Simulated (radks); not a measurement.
Q: Radial electron density D(r) = 4 pi r^2 rho(r) of an atom or ion with 42 electrons. Calculated with a radial shooting solver on a logarithmic mesh with Libxc functionals: scalar-relativistic Kohn-Sham, PBEsol, spin-unpolarised, spherical densities, point nucleus.

```
   r/bohr * D(r) (the largest magnitude, 69.6, reaches the edge; | marks zero)
  0.00149 | *
 0.001956 |  *
 0.002547 |   *
 0.003343 |     *
 0.004352 |        *
 0.005713 |             *
 0.007439 |                   *
 0.009764 |                          *
  0.01271 |                                 *
  0.01669 |                                        *
  0.02173 |                                           *
  0.02852 |                                          *
  0.03714 |                                       *
  0.04875 |                                     *
  0.06348 |                                         *
  0.08332 |                                                  *
   0.1085 |                                                      *
   0.1424 |                                              *
   0.1854 |                                    *
   0.2434 |                                     *
    0.317 |                                          *
    0.416 |                                  *
   0.5417 |                 *
    0.711 |          *
   0.9259 |          *
    1.215 |        *
    1.582 |    *
    2.077 | *
    2.705 |*
     3.55 *
    4.623 *
```

What is the nuclear charge?

A: Z = 44. The innermost maximum, from 1s, lies near gamma/Z bohr with gamma = sqrt(1 - (Z/c)^2) = 0.947, here 0.0215 bohr (found: 0.0235), and its height grows with Z. The density is that of the ruthenium ion Ru2+ in [Kr] 4d6; the configuration itself is not fixed sharply by these data, and Z only to a few units. D(r) has 4 maxima, at r = 0.0235, 0.103, 0.319, 0.948 bohr, and minima at 0.0468, 0.206, 0.752 bohr, inside which lie 2.02, 11.11, 29.15 electrons.
